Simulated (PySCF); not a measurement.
Excitations are Tamm–Dancoff values on a coarser integration grid. The basis has no diffuse functions, so Rydberg states are missing or too high.

Z-matrix (Å, degrees):
```
C
H 1 1.1049
C 1 1.5306 2 108.24
H 3 1.1004 1 111.47 2 60.90
H 3 1.1004 4 107.93 1 122.66
H 3 1.1021 4 107.62 5 115.89
C 1 1.5312 2 107.83 3 120.10
H 7 1.1000 1 111.48 2 -61.12
H 7 1.1008 8 107.92 1 -122.43
H 7 1.1023 8 107.70 9 -116.07
C 1 1.5356 2 107.54 7 118.86
H 11 1.1067 1 110.86 2 178.55
H 11 1.1179 12 102.50 1 117.14
B 11 1.5505 12 112.02 13 107.36
H 14 1.2049 11 120.30 12 -36.74
H 14 1.2066 15 118.32 11 176.09
```
Charge 0, multiplicity 1.

Estimate the LUMO, S1–T1 gap (TDA), total energy, T1 excitation (TDA) and dipole moment that PBE-D3(BJ)/def2-TZVP run with PySCF 2.14.0 returns for this input.


The LUMO is -2.24 eV and the S1–T1 gap (TDA) is 0.45 eV. The total energy is -183.6673 Ha and the T1 excitation (TDA) is 4.73 eV. The dipole moment is 0.76 D.
